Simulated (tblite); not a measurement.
Compound: C₆H₁₁O₂ (doublet state).
Numbering: `[CH3:1][CH2:2][C@@H:3]([CH3:4])[CH:5][O:6][CH:7]=[O:8]` (hydrogens: H9, H10, H11 on C1; H12, H13 on C2; H14 on C3; H15, H16, H17 on C4; H18 on C5; H19 on C7)
Bond orders are those of one Lewis drawing.

Computed with GFN2-xTB (tblite), gas phase: L-BFGS steps from a force-field or distance-geometry start until the largest atomic force falls under 0.01 eV/Å.

Step 1: E = -721.8059 eV
```
atom  x, y, z in Å  |  force x, y, z in eV/Å
C1     -1.3039    1.6009    0.8387   -0.034   0.052   0.035
C2     -1.5249    0.2848    0.1004    0.032   0.099  -0.049
C3     -0.3116   -0.6702    0.2071    0.047   0.001   0.071
C4     -0.6598   -2.0280   -0.4266   -0.011  -0.064  -0.075
C5      0.9066   -0.1057   -0.4279   -0.036   0.134  -0.134
O6      2.0051    0.1544    0.3182    0.155   0.191  -0.641
C7      3.0896    0.6836   -0.2975   -0.052  -0.169   0.770
O8      3.2004    0.9591   -1.4594   -0.201  -0.014  -0.291
H9     -2.2065    2.2063    0.7823   -0.002   0.010   0.005
H10    -1.0849    1.4253    1.8929    0.046   0.001  -0.127
H11    -0.4909    2.1769    0.3970   -0.001  -0.131   0.057
H12    -2.4069   -0.2067    0.5197    0.122  -0.083   0.021
H13    -1.7482    0.4966   -0.9492    0.140  -0.067   0.024
H14    -0.1003   -0.8427    1.2705    0.044   0.117  -0.084
H15    -0.9000   -1.9111   -1.4845    0.035  -0.007   0.143
H16    -1.5152   -2.4730    0.0827    0.055   0.089  -0.072
H17     0.1822   -2.7124   -0.3316   -0.046   0.044  -0.049
H18     0.9716    0.1374   -1.4905   -0.113  -0.127   0.388
H19     3.8876    0.8336    0.4504   -0.179  -0.075   0.008
```

Step 2: E = -721.8167 eV
```
atom  x, y, z in Å  |  force x, y, z in eV/Å
C1     -1.3054    1.6023    0.8398    0.024  -0.012  -0.056
C2     -1.5244    0.2859    0.1014    0.060   0.083  -0.108
C3     -0.3111   -0.6692    0.2074    0.083  -0.034   0.048
C4     -0.6605   -2.0313   -0.4270    0.076   0.182  -0.051
C5      0.9077   -0.1029   -0.4280   -0.179   0.060  -0.120
O6      2.0076    0.1586    0.3021   -0.116  -0.051   0.087
C7      3.0883    0.6806   -0.2843    0.070   0.169  -0.702
O8      3.1958    0.9578   -1.4613   -0.130  -0.152   0.531
H9     -2.2060    2.2061    0.7824   -0.057   0.052   0.005
H10    -1.0840    1.4253    1.8899    0.050  -0.009  -0.020
H11    -0.4907    2.1745    0.3980    0.008  -0.099   0.041
H12    -2.4040   -0.2080    0.5197    0.083  -0.090   0.032
H13    -1.7457    0.4955   -0.9499    0.132  -0.059   0.052
H14    -0.0993   -0.8404    1.2693    0.047   0.097  -0.038
H15    -0.8993   -1.9110   -1.4820    0.014  -0.006   0.057
H16    -1.5132   -2.4706    0.0807   -0.061   0.016   0.005
H17     0.1807   -2.7109   -0.3327    0.033  -0.033  -0.034
H18     0.9695    0.1350   -1.4831   -0.129  -0.068   0.089
H19     3.8840    0.8322    0.4502   -0.008  -0.046   0.182
```

Question: Estimate the geometry and energy of step 3. (The exact step hangs on the optimiser's Hessian estimate; all steps are aligned on step 2, rigid shifts and turns removed.)

Answer: E = -721.8225 eV, largest force 0.149 eV/Å
```
atom  x, y, z in Å  |  force x, y, z in eV/Å
C1     -1.3052    1.6023    0.8393   -0.017  -0.006  -0.039
C2     -1.5237    0.2872    0.1000    0.048  -0.002   0.000
C3     -0.3100   -0.6696    0.2082    0.036   0.021  -0.025
C4     -0.6597   -2.0296   -0.4279    0.051   0.096   0.041
C5      0.9056   -0.1018   -0.4299   -0.139   0.032   0.028
O6      2.0070    0.1588    0.3007   -0.078  -0.034   0.086
C7      3.0889    0.6817   -0.2889    0.000   0.000   0.006
O8      3.1937    0.9561   -1.4567   -0.049   0.010  -0.125
H9     -2.2066    2.2067    0.7825   -0.030   0.038   0.005
H10    -1.0833    1.4252    1.8892    0.044  -0.013  -0.017
H11    -0.4906    2.1729    0.3987    0.035  -0.067   0.021
H12    -2.4026   -0.2093    0.5201    0.104  -0.063   0.009
H13    -1.7437    0.4946   -0.9492    0.114  -0.041  -0.017
H14    -0.0986   -0.8389    1.2685    0.058   0.084   0.006
H15    -0.8990   -1.9111   -1.4809    0.005   0.013  -0.003
H16    -1.5137   -2.4701    0.0805   -0.021   0.037  -0.017
H17     0.1810   -2.7111   -0.3333    0.018  -0.016  -0.035
H18     0.9677    0.1338   -1.4807   -0.128  -0.037  -0.054
H19     3.8833    0.8314    0.4522   -0.050  -0.052   0.130
```

The energy changes by -0.0058 eV. The first-order estimate −F·Δx gives -0.0101 eV and the mean of the old and new forces, exact on a quadratic surface, -0.0057 eV. The step makes an angle of 25° with the force vector and moves no atom by more than 0.005 Å.

What follows is the cost of the whole relaxation. The run took 0.78 s on one thread of an Intel Xeon at 2.50 GHz, shared host.
